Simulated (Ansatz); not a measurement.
`[AlH2][O]C[SiH3]` + `N=[CH][SnH3]` → `[SiH3]/N=[CH]\[SnH3]` + `C[O][AlH2]`  (ligand exchange at the Si–C bond)

Isolated molecules relaxed with PBE0-D4/def2-TZVP in Ansatz; ΔE leaves out vibrations. CBS: MP2 limit from def2 TZ/QZ plus the TZ coupled-cluster correction, frozen cores. DFT in def2-TZVPP. def2 core potentials past Kr. For Sn outer-core shells are correlated without core-valence functions, which leaves a few kJ/mol of doubt a bond. Each species was taken in one conformer, which may not be the lowest.

`[AlH2][O]C[SiH3]`:

```xyz
11

Al    1.262    1.973    0.011
O     0.352    0.724    0.697
C    -0.819    0.049    0.306
Si   -0.402   -1.735   -0.166
H     0.744    2.630   -1.334
H     2.570    2.384    0.788
H    -1.536    0.052    1.136
H    -1.321    0.544   -0.539
H    -1.630   -2.456   -0.601
H     0.577   -1.719   -1.287
H     0.203   -2.447    0.989
```

`N=[CH][SnH3]`:

Z-matrix (Å, degrees):
```
Sn
C 1 2.158
H 1 1.709 2 109.2
H 1 1.709 2 109.2 3 -118.2
H 1 1.700 2 108.6 3 120.9
N 2 1.265 1 118.6 3 -120.1
H 2 1.101 1 118.9 3 59.9
H 6 1.024 2 111.7 1 180.0
```

`[SiH3]/N=[CH]\[SnH3]`:

Cartesian coordinates in Å:
```
Si 1.154 0.955 1.232
N 0.833 1.192 -0.459
C 0.064 0.524 -1.195
Sn -1.195 -1.209 -0.684
H 0.382 -0.200 1.788
H 2.606 0.700 1.394
H 0.774 2.194 1.951
H -0.016 0.821 -2.253
H -0.255 -2.524 -0.138
H -2.359 -0.807 0.497
H -1.989 -1.647 -2.134
```

`C[O][AlH2]`:

```xyz
8

C    -0.263   -0.575   -1.092
O    -0.520   -0.281    0.250
Al    0.245    0.676    1.409
H    -0.135   -1.655   -1.222
H     0.641   -0.078   -1.467
H    -1.106   -0.260   -1.715
H     1.559    1.464    1.000
H    -0.422    0.709    2.837
```

```json
{"level": "PBE", "ΔE (kJ/mol)": "-47.2"}
{"level": "CCSD/CBS(def2)", "ΔE (kJ/mol)": "-50.4"}
```

Q: What does CCSD(T)/CBS give? (Estimate.)

A: Computed: -51.1 kJ/mol. The listed levels differ from it by 3.9, 0.7 kJ/mol.

Largest T1 diagnostic among the species: 0.015.
